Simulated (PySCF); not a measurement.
Computed IR spectrum (relative IR intensity) of a molecule CH₆ClFSi₃. Geometry optimised at PBE-D3(BJ)/def2-SVP. Other conformers were not sampled. All values below come from PySCF 2.14.0 with PBE-D3(BJ)/def2-SVP. Frequencies are harmonic and unscaled.

Lines under 2 % of the strongest are left out, and lines within 2 cm⁻¹ are merged.

ν (cm⁻¹): 185 (vw), 225 (vw), 271 (vw), 430 (vw), 539 (s), 594 (vw), 613 (m), 646 (s), 652 (w), 683 (vw), 765 (vs), 854 (s), 865 (m), 887 (m), 919 (w), 954 (m), 1303 (w), 2150 (m), 2156 (s), 2171 (m), 2179 (s) (against the strongest line: vs over 80 %, s over 45 %, m over 15 %, w over 4 %, vw less)

Q: Which molecule gave these data?
A. F[Si@@H]1[SiH2]C[Si@H]1Cl
B. F[Si@]1(Cl)C[SiH2][SiH2]1
C. F[Si]1(Cl)[SiH2]C[SiH2]1
D. F[Si@H]1C[SiH2][Si@H]1Cl

A: B, F[Si@]1(Cl)C[SiH2][SiH2]1
